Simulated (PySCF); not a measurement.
# Basis-set dependence of population analyses: `CN[SiH](O)O`

CH₇NO₂Si.
Cartesian coordinates in Å at the PBE0-D3(BJ)/def2-SVP level; atoms count from 1:
```
atom  x, y, z in Å
C1     1.8947   -0.1059   -0.1065
N2     0.5735    0.4483    0.0611
Si3   -0.9111   -0.3874   -0.1035
O4    -1.8291    0.2476   -1.3291
O5    -1.9138   -0.2401    1.2206
H6     2.4188    0.2935   -0.9935
H7     2.5436    0.0702    0.7706
H8     1.8270   -1.1964   -0.2407
H9     0.5500    1.4618    0.0985
H10   -0.5377   -1.8070   -0.3527
H11   -2.7665    0.3199   -1.1250
H12   -1.4990   -0.3722    2.0773
```

PBE0 throughout (PySCF), one geometry, spherical d and f functions. Isolated species at its PBE0-D3(BJ)/def2-SVP geometry (one conformer only). Atoms taken as equivalent share a column and are averaged. The first 7 of 8 kinds of atom are listed.

Mulliken charges (e):

| basis | functions | C1 | N2 | Si3 | O4/O5 | H6/H7/H8 | H9 | H10 |
| --- | --- | --- | --- | --- | --- | --- | --- | --- |
| STO-3G | 36 | -0.150 | -0.523 | +0.976 | -0.457 | +0.073 | +0.170 | -0.154 |
| 6-31G | 63 | -0.294 | -0.899 | +1.265 | -0.799 | +0.171 | +0.353 | -0.166 |
| pcSseg-0 | 63 | -0.386 | -1.077 | +1.543 | -0.852 | +0.224 | +0.339 | -0.167 |
| 6-31G* | 88 | -0.362 | -0.723 | +0.950 | -0.743 | +0.174 | +0.352 | -0.137 |
| cc-pVDZ | 109 | +0.017 | -0.344 | +0.607 | -0.359 | +0.043 | +0.107 | -0.137 |
| def2-SVP | 109 | +0.058 | -0.476 | +0.770 | -0.421 | +0.038 | +0.145 | -0.158 |
| aug-cc-pVDZ | 182 | +0.787 | -0.386 | +1.292 | -0.707 | -0.198 | -0.147 | +0.199 |
| 6-311+G(2d,p) | 185 | -0.363 | -0.717 | +1.467 | -0.752 | +0.137 | +0.222 | -0.090 |
| def2-TZVP | 203 | -0.266 | -0.422 | +0.597 | -0.534 | +0.122 | +0.217 | -0.075 |
| cc-pVTZ | 252 | -0.190 | -0.235 | +0.471 | -0.370 | +0.089 | +0.129 | -0.105 |
| IGLO-III | 254 | -0.345 | -0.450 | +1.238 | -0.644 | +0.115 | +0.172 | -0.215 |

IAO charges (e):

```csv
basis,functions,C1,N2,Si3,O4/O5,H6/H7/H8,H9,H10
STO-3G,36,-0.309,-0.572,+1.178,-0.594,+0.123,+0.194,-0.150
6-31G,63,-0.313,-0.656,+1.229,-0.768,+0.143,+0.270,-0.147
pcSseg-0,63,-0.297,-0.659,+1.266,-0.753,+0.136,+0.257,-0.164
6-31G*,88,-0.286,-0.682,+1.359,-0.792,+0.133,+0.260,-0.189
cc-pVDZ,109,-0.284,-0.676,+1.345,-0.788,+0.132,+0.259,-0.189
def2-SVP,109,-0.276,-0.673,+1.358,-0.785,+0.128,+0.255,-0.196
aug-cc-pVDZ,182,-0.295,-0.693,+1.361,-0.811,+0.137,+0.268,-0.184
"6-311+G(2d,p)",185,-0.297,-0.704,+1.394,-0.819,+0.138,+0.269,-0.193
def2-TZVP,203,-0.295,-0.705,+1.409,-0.819,+0.137,+0.267,-0.198
cc-pVTZ,252,-0.296,-0.700,+1.396,-0.814,+0.137,+0.267,-0.196
IGLO-III,254,-0.297,-0.706,+1.405,-0.821,+0.138,+0.269,-0.195
```

Hirshfeld charges (e):

| basis | functions | C1 | N2 | Si3 | O4/O5 | H6/H7/H8 | H9 | H10 |
| --- | --- | --- | --- | --- | --- | --- | --- | --- |
| STO-3G | 36 | +0.018 | -0.287 | +0.591 | -0.289 | +0.009 | +0.090 | -0.105 |
| 6-31G | 63 | -0.045 | -0.252 | +0.483 | -0.346 | +0.037 | +0.123 | -0.082 |
| pcSseg-0 | 63 | -0.054 | -0.240 | +0.505 | -0.344 | +0.034 | +0.118 | -0.097 |
| 6-31G* | 88 | -0.047 | -0.241 | +0.430 | -0.321 | +0.036 | +0.125 | -0.088 |
| cc-pVDZ | 109 | -0.060 | -0.235 | +0.450 | -0.314 | +0.036 | +0.122 | -0.095 |
| def2-SVP | 109 | -0.063 | -0.235 | +0.456 | -0.319 | +0.036 | +0.122 | -0.097 |
| aug-cc-pVDZ | 182 | -0.073 | -0.253 | +0.481 | -0.323 | +0.041 | +0.122 | -0.084 |
| 6-311+G(2d,p) | 185 | -0.066 | -0.252 | +0.474 | -0.324 | +0.039 | +0.122 | -0.084 |
| def2-TZVP | 203 | -0.069 | -0.248 | +0.463 | -0.322 | +0.039 | +0.124 | -0.087 |
| cc-pVTZ | 252 | -0.069 | -0.246 | +0.466 | -0.320 | +0.039 | +0.123 | -0.089 |
| IGLO-III | 254 | -0.073 | -0.248 | +0.465 | -0.319 | +0.040 | +0.122 | -0.082 |

Some averages cover members that differ in this geometry, most widely: H6/H7/H8, Mulliken in aug-cc-pVDZ -0.266 to -0.158; O4/O5, Mulliken in aug-cc-pVDZ -0.736 to -0.678 e.

Problem. Which scheme is steadiest as the basis changes?

Solution. Largest range over the bases for any column: Hirshfeld 0.16 e, IAO 0.23 e, Mulliken 1.17 e. Hirshfeld charges move least and Mulliken charges most, counted in e. Without the minimal STO-3G basis the ranges are Hirshfeld 0.07, IAO 0.18, Mulliken 1.17 e.

Problem. How much do the charges still move between the two largest bases, cc-pVTZ and IGLO-III?

Solution. At most, over all atoms: Mulliken 0.767 e, IAO 0.009 e, Hirshfeld 0.007 e.

Problem. What do the same runs give for the total energy, the frontier levels and the dipole moment?

Solution. 
```csv
basis,energy (Eh),HOMO (eV),LUMO (eV),μ (D)
STO-3G,-530.0112,-3.45,7.42,1.23
6-31G,-536.5565,-6.84,1.52,2.38
pcSseg-0,-535.7834,-6.85,1.69,2.23
6-31G*,-536.6888,-6.70,1.90,1.84
cc-pVDZ,-536.7228,-6.70,1.70,1.72
def2-SVP,-536.4463,-6.77,1.68,1.77
aug-cc-pVDZ,-536.7582,-6.96,-0.19,1.69
"6-311+G(2d,p)",-536.8292,-7.00,0.07,1.77
def2-TZVP,-536.8565,-6.95,0.97,1.73
cc-pVTZ,-536.8456,-6.89,1.10,1.67
IGLO-III,-536.8631,-6.96,0.55,1.69
```

The dipole is fixed by the density alone, so its range of 1.15 D shows that the density itself changes with the basis, not only its division among atoms.
